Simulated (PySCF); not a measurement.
PySCF job for 2-fluoro-2-methylpropane (C4H9F), SMILES CC(C)(C)F, TDDFT-ωB97X/def2-SVPD. Coordinates come from a PBE-D3(BJ)/def2-SVP optimisation.

```python
import numpy as np
from pyscf import gto, scf, dft, tdscf

mol = gto.M(
    atom='''
    C     1.26697170    0.73148645   -0.43741475
    C    -0.00000000   -0.00000000    0.00288734
    C     0.00000000   -1.46297291   -0.43741473
    C    -1.26697171    0.73148645   -0.43741474
    F     0.00000001    0.00000001    1.41849985
    H     1.33891631    0.77302370   -1.54255973
    H     1.26690147    1.76833551   -0.04711305
    H     2.16487422    0.21300111   -0.04711305
    H    -0.00000000   -1.54604740   -1.54255971
    H    -0.89797274   -1.98133662   -0.04711303
    H     0.89797274   -1.98133661   -0.04711304
    H    -1.26690148    1.76833551   -0.04711305
    H    -1.33891633    0.77302369   -1.54255972
    H    -2.16487421    0.21300110   -0.04711303
    ''',
    basis='def2-SVPD',
    charge=0,
    spin=0,
    symmetry=True,
    max_memory=1600,
    verbose=4,
)
mf = dft.RKS(mol, xc='wb97x').density_fit(auxbasis='def2-universal-jkfit')
mf.grids.level = 3
mf.conv_tol = 1e-9
mf.max_cycle = 100
mf.kernel()
mf.grids = dft.Grids(mol).set(level=1).build(with_non0tab=True)  # coarser grid for the response kernel
td = tdscf.TDDFT(mf)
td.singlet = True
td.nstates = 10
td.conv_tol = 1e-4
td.positive_eig_threshold = 1e-6
td.kernel(x0=td.get_init_guess(mf, 15))
td.analyze()
tt = tdscf.TDA(mf)
tt.singlet = False
tt.nstates = 4
tt.conv_tol = 1e-4
tt.positive_eig_threshold = 1e-6
tt.kernel(x0=tt.get_init_guess(mf, 9))
tt.analyze(verbose=3)
```

Program output:

```
PySCF version 2.14.0

[INPUT] verbose = 4
[INPUT] num. atoms = 14
[INPUT] num. electrons = 42
[INPUT] charge = 0
[INPUT] spin (= nelec alpha-beta = 2S) = 0
[INPUT] symmetry True subgroup None
[INPUT] Mole.unit = angstrom
[INPUT] Symbol           X                Y                Z      unit          X                Y                Z       unit  Magmom
[INPUT]  1 C      1.266971700000   0.731486450000  -0.437414750000 AA    2.394229520575   1.382309054330  -0.826594080345 Bohr   0.0
[INPUT]  2 C      0.000000000000   0.000000000000   0.002887340000 AA    0.000000000000   0.000000000000   0.005456281829 Bohr   0.0
[INPUT]  3 C      0.000000000000  -1.462972910000  -0.437414730000 AA    0.000000000000  -2.764618127558  -0.826594042551 Bohr   0.0
[INPUT]  4 C     -1.266971710000   0.731486450000  -0.437414740000 AA   -2.394229539472   1.382309054330  -0.826594061448 Bohr   0.0
[INPUT]  5 F      0.000000010000   0.000000010000   1.418499850000 AA    0.000000018897   0.000000018897   2.680576224237 Bohr   0.0
[INPUT]  6 H      1.338916310000   0.773023700000  -1.542559730000 AA    2.530185129613   1.460803080798  -2.915015420483 Bohr   0.0
[INPUT]  7 H      1.266901470000   1.768335510000  -0.047113050000 AA    2.394096805109   3.341669810243  -0.089030761393 Bohr   0.0
[INPUT]  8 H      2.164874220000   0.213001110000  -0.047113050000 AA    4.091019369931   0.402513762128  -0.089030761393 Bohr   0.0
[INPUT]  9 H      0.000000000000  -1.546047400000  -1.542559710000 AA    0.000000000000  -2.921606161596  -2.915015382689 Bohr   0.0
[INPUT] 10 H     -0.897972740000  -1.981336620000  -0.047113030000 AA   -1.696922545925  -3.744183572371  -0.089030723598 Bohr   0.0
[INPUT] 11 H      0.897972740000  -1.981336610000  -0.047113040000 AA    1.696922545925  -3.744183553474  -0.089030742496 Bohr   0.0
[INPUT] 12 H     -1.266901480000   1.768335510000  -0.047113050000 AA   -2.394096824006   3.341669810243  -0.089030761393 Bohr   0.0
[INPUT] 13 H     -1.338916330000   0.773023690000  -1.542559720000 AA   -2.530185167408   1.460803061901  -2.915015401586 Bohr   0.0
[INPUT] 14 H     -2.164874210000   0.213001100000  -0.047113030000 AA   -4.091019351034   0.402513743231  -0.089030723598 Bohr   0.0

nuclear repulsion = 196.476776765623
point group symmetry = C3v, use subgroup Cs
symmetry origin: [ 4.49934714e-10  8.99869569e-10 -1.79973925e-09]
symmetry axis x: [-6.21669998e-10  1.00000000e+00 -4.88098891e-09]
symmetry axis y: [-5.16561352e-09  4.88098891e-09  1.00000000e+00]
symmetry axis z: [1.00000000e+00 6.21670024e-10 5.16561351e-09]
num. orbitals of irrep A' = 102
num. orbitals of irrep A" = 73
number of shells = 77
number of NR pGTOs = 243
number of NR cGTOs = 175
basis = def2-SVPD
ecp = {}


******** <class 'pyscf.df.df_jk.DFSymAdaptedRKS'> ********
method = DFSymAdaptedRKS
initial guess = minao
damping factor = 0
level_shift factor = 0
DIIS = <class 'pyscf.scf.diis.CDIIS'>
diis_start_cycle = 1
diis_space = 8
diis_damp = 0
SCF conv_tol = 1e-09
SCF conv_tol_grad = None
SCF max_cycles = 100
direct_scf = False
XC library pyscf.dft.libxc version 7.1.2
    S. Lehtola, C. Steigemann, M. J. T. Oliveira, and M. A. L. Marques,  SoftwareX 7, 1–5 (2018)
XC functionals = wb97x
    J.-D. Chai and M. Head-Gordon,  J. Chem. Phys. 128, 084106 (2008)
radial grids:
    Treutler-Ahlrichs [JCP 102, 346 (1995); DOI:10.1063/1.469408] (M4) radial grids

becke partition: Becke, JCP 88, 2547 (1988); DOI:10.1063/1.454033
pruning grids: <function nwchem_prune>
grids dens level: 3
symmetrized grids: True
atomic radii adjust function: <function treutler_atomic_radii_adjust>
small_rho_cutoff = 0
Freeze 0 electrons in irreps []
    42 free electrons in irreps A' A"
Set gradient conv threshold to 3.16228e-05
Initial guess from minao.
tot grids = 159008
******** <class 'pyscf.df.df.DF'> ********
auxbasis = def2-universal-jkfit
Create RSH-DF object <pyscf.df.df.DF object> for omega=0.3
******** <class 'pyscf.df.df.DF'> ********
auxbasis = auxmol.basis = def2-universal-jkfit
init E= -257.73525238485
HOMO (A') = -0.359867538137631  LUMO (A') = 0.0478585894136545  gap/eV = 11.09479
cycle= 1 E= -257.40783804255  delta_E= 0.327  |g|= 0.523  |ddm|= 4.75
HOMO (A') = -0.367915423120028  LUMO (A') = 0.0836492785411975  gap/eV = 12.28770
cycle= 2 E= -257.412604526359  delta_E= -0.00477  |g|= 0.576  |ddm|= 1.18
HOMO (A") = -0.429492575799959  LUMO (A') = 0.0874096787451579  gap/eV = 14.06563
cycle= 3 E= -257.463846371185  delta_E= -0.0512  |g|= 0.0449  |ddm|= 0.471
HOMO (A") = -0.42974756896579  LUMO (A') = 0.0880896592093006  gap/eV = 14.09107
cycle= 4 E= -257.46425550433  delta_E= -0.000409  |g|= 0.0186  |ddm|= 0.113
HOMO (A") = -0.430414056255066  LUMO (A') = 0.089079191910137  gap/eV = 14.13613
cycle= 5 E= -257.464339073341  delta_E= -8.36e-05  |g|= 0.00348  |ddm|= 0.0318
HOMO (A') = -0.429953195074587  LUMO (A') = 0.0890762146167021  gap/eV = 14.12351
cycle= 6 E= -257.464342304042  delta_E= -3.23e-06  |g|= 0.000557  |ddm|= 0.00798
HOMO (A') = -0.430123824478038  LUMO (A') = 0.0890702814668791  gap/eV = 14.12799
cycle= 7 E= -257.464342425616  delta_E= -1.22e-07  |g|= 0.000283  |ddm|= 0.00208
HOMO (A') = -0.430050675345549  LUMO (A') = 0.0890860937135032  gap/eV = 14.12643
cycle= 8 E= -257.464342448314  delta_E= -2.27e-08  |g|= 2.87e-05  |ddm|= 0.000616
HOMO (A') = -0.430052217135012  LUMO (A') = 0.0890862852986443  gap/eV = 14.12648
cycle= 9 E= -257.464342448779  delta_E= -4.65e-10  |g|= 4.96e-06  |ddm|= 0.000157
HOMO (A') = -0.430052685645079  LUMO (A') = 0.08908627000736  gap/eV = 14.12649
Extra cycle  E= -257.464342448792  delta_E= -1.26e-11  |g|= 2.48e-06  |ddm|= 2.07e-05
converged SCF energy = -257.464342448792
tot grids = 48272
Overwritten attributes  positive_eig_threshold  of <class 'pyscf.tdscf.rks.TDDFT'>


******** <class 'pyscf.tdscf.rks.TDDFT'> for <class 'pyscf.df.df_jk.DFSymAdaptedRKS'> ********
nstates = 10 singlet
deg_eia_thresh = 1.000e-03
wfnsym = None
conv_tol = 0.0001
eigh lindep = 1e-12
eigh level_shift = 0
eigh max_cycle = 100


Excitation energies (eV)
[ 9.51587306  9.51633604 10.29927841 10.30271965 10.44114818 10.59397931
 10.59430966 10.82934584 10.82951153 10.98130133]

** Singlet excitation energies and oscillator strengths **
Excited State   1:  ???      9.51587 eV    130.29 nm  f=0.0614
      20 -> 22        0.66401
      20 -> 25       -0.11857
      20 -> 26       -0.12333
Excited State   2:  ???      9.51634 eV    130.29 nm  f=0.0614
      21 -> 22       -0.66419
      21 -> 25        0.11778
      21 -> 26        0.12332
Excited State   3:  ???     10.29928 eV    120.38 nm  f=0.0737
      20 -> 22        0.13008
      20 -> 25        0.60177
      20 -> 29       -0.12941
      20 -> 32       -0.21153
      20 -> 38        0.13682
Excited State   4:  ???     10.30272 eV    120.34 nm  f=0.0741
      17 -> 22        0.10038
      21 -> 22       -0.12920
      21 -> 25       -0.60193
      21 -> 29        0.12924
      21 -> 32        0.21097
      21 -> 38       -0.13658
Excited State   5:  ???     10.44115 eV    118.75 nm  f=0.0000
      14 -> 24       -0.12222
      15 -> 23       -0.12214
      19 -> 22        0.58071
      20 -> 24        0.22144
      21 -> 23        0.22111
Excited State   6:  ???     10.59398 eV    117.03 nm  f=0.0117
      16 -> 24        0.12352
      17 -> 22       -0.60120
      20 -> 23        0.12821
      21 -> 24        0.12795
      21 -> 25       -0.10208
Excited State   7:  ???     10.59431 eV    117.03 nm  f=0.0119
      16 -> 23       -0.12344
      18 -> 22       -0.60136
      20 -> 24       -0.12805
      20 -> 25       -0.10059
      21 -> 23        0.12847
Excited State   8:  ???     10.82935 eV    114.49 nm  f=0.0103
      15 -> 22       -0.22386
      17 -> 22        0.13645
      17 -> 24       -0.10976
      18 -> 23       -0.10971
      19 -> 23        0.17818
      20 -> 23        0.41179
      21 -> 24        0.41129
Excited State   9:  ???     10.82951 eV    114.49 nm  f=0.0102
      14 -> 22       -0.22396
      17 -> 23       -0.10988
      18 -> 22        0.13694
      18 -> 24        0.10983
      19 -> 24        0.17808
      20 -> 24       -0.41138
      21 -> 23        0.41158
Excited State  10:  ???     10.98130 eV    112.90 nm  f=0.0059
      16 -> 22       -0.10040
      20 -> 23       -0.47657
      21 -> 24        0.47716

** Transition electric dipole moments (AU) **
state          X           Y           Z        Dip. S.      Osc.
  1         0.5131      0.0000      0.0000      0.2633      0.0614
  2        -0.0000     -0.5133      0.0004      0.2635      0.0614
  3         0.5403     -0.0000     -0.0000      0.2919      0.0737
  4         0.0000     -0.5418     -0.0019      0.2935      0.0741
  5         0.0000      0.0000      0.0000      0.0000      0.0000
  6        -0.0000      0.2124      0.0004      0.0451      0.0117
  7         0.2139      0.0000      0.0000      0.0457      0.0119
  8        -0.0000      0.1967      0.0004      0.0387      0.0103
  9         0.1956     -0.0000     -0.0000      0.0383      0.0102
 10        -0.0000      0.0002     -0.1486      0.0221      0.0059

** Transition velocity dipole moments (imaginary part, AU) **
state          X           Y           Z        Dip. S.      Osc.
  1         0.1871      0.0000      0.0000      0.0350      0.0667
  2        -0.0000     -0.1872      0.0001      0.0350      0.0668
  3         0.2020      0.0000     -0.0000      0.0408      0.0719
  4         0.0000     -0.2027     -0.0007      0.0411      0.0723
  5         0.0000      0.0000     -0.0000      0.0000      0.0000
  6         0.0000      0.0865      0.0002      0.0075      0.0128
  7         0.0871      0.0000      0.0000      0.0076      0.0130
  8         0.0000      0.0765      0.0002      0.0058      0.0098
  9         0.0760     -0.0000     -0.0000      0.0058      0.0097
 10         0.0000      0.0001     -0.0648      0.0042      0.0069

** Transition magnetic dipole moments (imaginary part, AU) **
state          X           Y           Z
  1        -0.0000     -0.3107     -0.0003
  2        -0.3097     -0.0000     -0.0000
  3         0.0000      0.6524     -0.0007
  4         0.6568      0.0000      0.0000
  5        -0.0000     -0.0012      2.1473
  6        -1.6300     -0.0000      0.0000
  7        -0.0000      1.6304      0.0011
  8         0.4104     -0.0000     -0.0000
  9        -0.0000     -0.4117     -0.0001
 10        -0.0007     -0.0000      0.0000
Overwritten attributes  positive_eig_threshold  of <class 'pyscf.tdscf.rks.TDA'>


******** <class 'pyscf.tdscf.rks.TDA'> for <class 'pyscf.df.df_jk.DFSymAdaptedRKS'> ********
nstates = 4 triplet
deg_eia_thresh = 1.000e-03
wfnsym = None
conv_tol = 0.0001
eigh lindep = 1e-12
eigh level_shift = 0
eigh max_cycle = 100


Excitation energies (eV)
[9.35160629 9.3528811  9.8418775  9.84635441]

** Triplet excitation energies and oscillator strengths **
Excited State   1:   A"      9.35161 eV    132.58 nm  f=0.0000
Excited State   2:   A'      9.35288 eV    132.56 nm  f=0.0000
Excited State   3:   A"      9.84188 eV    125.98 nm  f=0.0000
Excited State   4:   A'      9.84635 eV    125.92 nm  f=0.0000
```

The run converged.

Cost: very roughly 14 core-minutes.
